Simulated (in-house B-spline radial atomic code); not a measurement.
Ionisation energies along the 12-electron series, configuration [Ne] 3s2, as differences of self-consistent energies. NIST's values go from ground level to ground level; the uncertainty of those that are theory runs from under 0.1 % in few-electron ions to several per cent in heavy many-electron ones. Computed with a radial B-spline atomic code at the basis-set limit: non-relativistic Hartree-Fock, average of the configuration, point nuclei.

This level leaves out relativity, spin-orbit splitting included, which matters for heavy ions.

```csv
ion,configuration after,ionisation energy (eV),IE/(q+1)² (eV),-ε less Coulomb ΔSCF (eV),tabulated value (eV),computed minus tabulated (eV)
Dy54+,[Ne] 3s1,4997.2,1.652,0.18153,5296,-299
Ho55+,[Ne] 3s1,5172.9,1.6495,0.1816,5494,-321
Er56+,[Ne] 3s1,5351.6,1.6472,0.18167,5695,-343
Tm57+,[Ne] 3s1,5533.4,1.6449,0.18174,5901,-368
Yb58+,[Ne] 3s1,5718.2,1.6427,0.18181,6111,-393
Lu59+,[Ne] 3s1,5906.0,1.6405,0.18187,6326,-420
Hf60+,[Ne] 3s1,6096.8,1.6385,0.18194,6545,-448
Ta61+,[Ne] 3s1,6290.6,1.6365,0.182,6769,-478
W62+,[Ne] 3s1,6487.5,1.6345,0.18206,7000,-513
Re63+,[Ne] 3s1,6687.4,1.6327,0.18212,7230,-543
Os64+,[Ne] 3s1,6890.3,1.6308,0.18218,7468,-578
Ir65+,[Ne] 3s1,7096.2,1.6291,0.18224,7710,-614
Pt66+,[Ne] 3s1,7305.2,1.6274,0.18229,7960,-655
Au67+,[Ne] 3s1,7517.2,1.6257,0.18235,8210,-693
Hg68+,[Ne] 3s1,7732.2,1.6241,0.1824,8470,-738
Tl69+,[Ne] 3s1,7950.2,1.6225,0.18245,8730,-780
Pb70+,[Ne] 3s1,8171.3,1.621,0.1825,9000,-829
Bi71+,[Ne] 3s1,8395.4,1.6195,0.18255,9270,-875
```
